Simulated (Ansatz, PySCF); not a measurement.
Pair of molecules: CH3F (SMILES CF) (first 5 atoms) with C2H3F (SMILES C=CF); geometry from B3LYP-D3(BJ)/def2-TZVP.
(charge 0, multiplicity 1):
```xyz
11

C      0.3677     0.6683    -0.2241
F     -1.0092     0.5520    -0.0261
H      0.5807     1.6753    -0.5837
H      0.8713     0.4874     0.7244
H      0.6732    -0.0702    -0.9659
C     -1.3213    -0.2474     3.2567
C     -0.1372    -0.2933     3.8301
F      1.0032    -0.0339     3.1475
H     -1.4440    -0.0001     2.2111
H     -2.1966    -0.4640     3.8515
H      0.0692    -0.5312     4.8650
```

Basis-set superposition error: the interaction energy with monomers in their own basis, and in the dimer's basis (counterpoise).

Codes used: Ansatz (a first-principles code) with Gaussian orbitals; PySCF for 6-31G* rows. Values without a source in brackets are computed.

```tsv
level	uncorrected (kcal/mol)	counterpoise (kcal/mol)	difference
SVWN5/def2-TZVPPD	-3.58	-3.50	0.08
PBE/def2-TZVPPD	-1.47	-1.41	0.06
B3LYP/def2-TZVPPD	-1.07	-1.01	0.06
PBE0/def2-TZVPPD	-1.52	-1.47	0.05
wB97X-V/def2-TZVPPD	-2.28	-2.23	0.05
wB97M-V/def2-TZVPPD	-2.18	-2.12	0.06
B2PLYP/def2-TZVPPD	-1.71	-1.53	0.18
MP2/6-31G*	-4.66	-1.22	3.44
MP2/aug-cc-pVDZ	-2.87	-1.85	1.03
CCSD/aug-cc-pVDZ	-2.78	-1.78	1.00
```

The error is largest for MP2/6-31G* (3.44 kcal/mol) and smallest for wB97X-V/def2-TZVPPD (0.05 kcal/mol).
